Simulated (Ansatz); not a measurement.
`[ZnH][O][SiH2]Br`. Charge 0, multiplicity 1. Geometry: relaxed with PBE0-D4/def2-TZVP. It is one conformer, not always the lowest.

```xyz
7

Zn    0.796   -1.746    0.340
O    -0.353   -0.736   -0.602
Si   -0.622    0.836   -0.423
Br    0.713    1.578    1.239
H     1.723   -2.696    1.060
H    -0.251    1.625   -1.621
H    -2.006    1.139    0.006
```

What is the dipole moment at B3LYP/def2-TZVPP? (Estimate.)

Ansatz gave: 1.40 D, with components (0.01, -1.35, -0.39) D in this frame, pointing from negative to positive charge.

And with PBE, r2SCAN, ωB97M-V? (Best estimate.)

The calculation gave: PBE 1.37 D, r2SCAN 1.42 D, ωB97M-V 1.43 D.

Give the Mulliken charges with B3LYP, PBE, r2SCAN in def2-TZVPP. (An estimate is asked.)

The calculation gave: 
| atom | B3LYP | PBE | r2SCAN |
| --- | --- | --- | --- |
| Zn1 | 0.44 | 0.35 | 0.45 |
| O2 | -0.49 | -0.40 | -0.53 |
| Si3 | 0.55 | 0.47 | 0.59 |
| Br4 | -0.27 | -0.24 | -0.27 |
| H5 | -0.08 | -0.05 | -0.08 |
| H6 | -0.07 | -0.06 | -0.08 |
| H7 | -0.07 | -0.06 | -0.08 |

B3LYP here is the variant with VWN-RPA as its local correlation; programs differ in this.
